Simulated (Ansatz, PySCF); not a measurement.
The pair A = GeH4 (SMILES [GeH4]) (first 5 atoms), B = CH3NO (SMILES NC=O); geometry from B3LYP-D3(BJ)/def2-TZVP.
(charge 0, multiplicity 1):
```xyz
11

Ge    -0.1518    -0.5140    -0.0019
H     -1.4949     0.1435     0.3230
H      0.0505    -0.5341    -1.5309
H     -0.0760    -1.9445     0.5369
H      0.9963     0.3265     0.5924
N      1.1694     0.6414     3.6725
C      0.0456    -0.0391     3.9966
O     -0.7019    -0.5644     3.2005
H      1.4282     0.7353     2.7027
H      1.7486     1.0561     4.3805
H     -0.1321    -0.0722     5.0867
```

Cores are frozen in the correlated methods. Filled d and f shells under p-block atoms count as core. CBS: X⁻³ extrapolation of the correlation energy, Hartree–Fock from the larger set. MP2 and its Hartree–Fock in aug-cc-pVTZ are density fitted.

Programs: Ansatz (a quantum-chemistry and plane-wave program); PySCF for the dispersion terms. Values without a source in brackets are computed.

The monomers are drawn apart, rigid, along the line of their centres of mass. Counterpoise-corrected interaction energies (kcal/mol):

| level | R = 4.976 Å | R = 6.276 Å |
|---|---|---|
| PBE/def2-TZVPPD | -0.5446 | -0.1313 |
| PBE-D3(BJ)/def2-TZVPPD | -0.8891 | -0.2195 |
| wB97M-V/def2-TZVPPD | -0.7989 | -0.2169 |
| MP2/CBS(aug-cc-pVDZ, aug-cc-pVTZ) + ΔCCSD(T)/aug-cc-pVDZ | -0.8342 | -0.2251 |

### Question
R is the distance of the centres of mass. Find the local exponent m of E ∝ R⁻ᵐ between the two points.

### Answer

m = ln(E₁/E₂)/ln(R₂/R₁): PBE/def2-TZVPPD 6.1; PBE-D3(BJ)/def2-TZVPPD 6.0; wB97M-V/def2-TZVPPD 5.6; MP2/CBS(aug-cc-pVDZ, aug-cc-pVTZ) + ΔCCSD(T)/aug-cc-pVDZ 5.6. For scale, two fixed dipoles give m = 3, dipole and quadrupole 4, quadrupoles 5, and dispersion or dipole-induced dipole 6 at long range; at these distances several terms mix, and what is left of overlap and damping shifts m, so it need not match one of them.
